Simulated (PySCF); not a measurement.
Q: Give a PBE0-D3(BJ)/def2-SVP geometry of InChI=1S/H8N2SSi2/c1-5(2)4-3/h3,5H,1-2,4H2.

A: 
Z-matrix in Å and degrees, rows numbered from 1:
```
N 
Si  1  1.7254
N   2  1.7284  1  107.69
Si  2  2.3518  1  107.80  3   123.66
S   4  2.1645  2  105.88  1   175.19
H   1  1.0148  2  119.83  3    52.85
H   1  1.0130  2  120.98  3  -160.04
H   2  1.5059  1  117.91  3  -116.77
H   3  1.0146  2  119.26  1    62.79
H   3  1.0140  2  118.34  1  -157.38
H   4  1.4959  2  112.11  1   -72.25
H   4  1.5009  2  115.47  1    51.07
H   5  1.3522  4   94.58  2   -49.39
```

Si2 (SiH silicon) is distorted tetrahedral (angles from 103.7° to 117.9°). Si4 (SiH2 silicon) is distorted tetrahedral (angles from 103.8° to 115.5°). N1 (silicon-bound nitrogen) has angles 121.0°, 119.8° and 111.6°, sum 352.4°, 0.19 Å off the plane of its three neighbours.

Computed with PySCF 2.14.0, PBE0-D3(BJ)/def2-SVP geometry optimisation, gas phase.

Point group: C1 (no symmetry element, even within 0.4 Å). Whether it is a minimum is left open (no frequencies). The numbers are those of one conformer (H–N1–Si2–N3 53° and -160°, N1–Si2–N3–H 63° and -157°, N1–Si2–Si4–S5 175°, Si2–Si4–S5–H -49°).

On one thread, Arm Neoverse V2 (aarch64) (shared host), this took 96 s wall and 0.51 GiB of memory at its peak. That covers the optimisation of the geometry.
